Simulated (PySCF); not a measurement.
# Static response to an electric field

C₂H₉ClOSi₂.
Cartesian coordinates in Å at the GFN2-xTB level; atoms count from 1:
```xyz
15
C2H9ClOSi2 angstrom
C      2.344    0.298    0.129
Si     1.250   -1.196   -0.264
O     -0.195   -0.686   -0.846
Si    -1.531    0.205   -0.909
C     -2.173    0.518    0.866
Cl    -0.961    1.437    1.795
H      3.318   -0.010    0.496
H      2.504    0.915   -0.752
H      1.887    0.928    0.889
H      0.954   -1.987    0.933
H      1.765   -2.008   -1.366
H     -2.518   -0.602   -1.621
H     -1.216    1.491   -1.524
H     -2.347   -0.404    1.417
H     -3.086    1.108    0.885
```

Level: PBE0/def2-SVPD (PySCF), static field, nuclei fixed, core orbitals frozen in the response. The polarisability tensor in these axes (au):

```
x   96.18  0.45  2.65
y    0.45 87.36  6.93
z    2.65  6.93 89.98
```

Problem. What are the eigenvalues, a third of the trace, and Δα (Δα² = ½Σ(αi − αj)² over the three pairs)?

Solution. Principal values 81.49, 93.68 and 98.35 au; mean 91.17 au = 13.51 Å³ = 15.03 × 10⁻⁴⁰ C²·m²/J; Δα = 15.08 au (17 % of the mean).

Problem. What is the dipole moment, and where does it point?

Solution. (-0.60, -0.29, -0.37) D, 0.76 D in size, pointing from the negative to the positive side. Measured along this direction, the outermost atoms are H7 at the negative end and H12 at the positive end.

Problem. In a dilute gas of rigid molecules at 298 K, how does the orientational term μ²/3kT compare with the electronic polarisability?

Solution. In Gaussian units μ²/3kT = 4.73 Å³ against 13.51 Å³, a ratio of 0.35; the Debye molar polarisation (4π/3)N_A(α + μ²/3kT) is 46.0 cm³/mol, leaving out the vibrational part.

Problem. Estimate the molar refractivity from the static electronic polarisability.

Solution. Lorentz–Lorenz: R = (4π/3)N_A α = 2.5225 cm³/(mol·Å³) × 13.51 Å³ = 34.1 cm³/mol, in the limit of long wavelengths.

Problem. What are the principal values of the traceless quadrupole moment, Θ = ½Σq(3rr − r²1), about the centre of nuclear charge?

Solution. -8.76, -0.47, 9.23 D·Å. The values depend on the origin, since the dipole doesn't vanish. The electronic extent ⟨r²⟩ about the same centre is 1334 bohr², a root-mean-square distance of 2.25 Å for the 74 electrons.

Problem. Directions of the eigenvectors, and the extent of the frame along each?

Solution. Largest value along (0.75, 0.38, 0.55), where the nuclei span 5.74 Å; middle along (0.66, -0.53, -0.53), 6.05 Å; least along (0.09, 0.76, -0.65), 4.02 Å. The strongest response doesn't lie along the longest of the three spans.

Problem. What depolarisation ratio follows for Rayleigh scattering of linearly polarised light, taking the static tensor?

Solution. ρ = 3Δα²/(45ᾱ² + 4Δα²) = 682.3/(374055 + 909.8) = 0.00182.

One conformer (not necessarily the lowest) at the GFN2-xTB geometry, without solvent, vibrations or thermal averaging.

These values come from a run that also computed excited states. The run took 43 s of wall time (with the writing of density and orbital grids) on an Arm Neoverse V1 with one thread, no GPU (shared host), and the process peaked at 0.86 GiB of memory.
